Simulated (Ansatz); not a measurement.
Cl2Mg, charge +1, doublet, geometry from GFN2-xTB (such geometries of metal compounds can be far from the true shape) (a state made from the parent by changing its charge; the spin is typed, not shown lowest), atoms displaced at random by about 0.02 Å a coordinate.

The Ansatz (a first-principles code) input:
Ansatz 0.2 input:
```yaml
crystal:
  periodic: [false, false, false]
  atoms:
    - {symbol: Mg, position_ang: [0.00351318, -0.00191187, -0.00987203]}
    - {symbol: Cl, position_ang: [-0.01622715, -0.02906234, -2.18090876]}
    - {symbol: Cl, position_ang: [-0.00714081, -0.01857500, 2.16048469]}
basis:
  gaussian:
    orbitals: def2-SVP
hamiltonian:
  xc: b3lyp
total_charge: 1
magnetization: {spin_polarized: true, initial_magnetization: 1}
relax: {}
```

Q: What does this run give for the Mulliken (on the basis functions themselves) charges in atom order, <S^2>, total energy at the end of the optimisation, number of basis functions?

A: 
| Item | Value |
|---|---|
| Mulliken (on the basis functions themselves) charges in atom order | Mg1 0.89, Cl2 0.06, Cl3 0.06 |
| <S^2> | 0.755 |
| total energy at the end of the optimisation | -1119.9208 Eh |
| number of basis functions | 54 |

Q: Roughly what does it cost on one core?

A: very roughly 2.2 core-minutes.
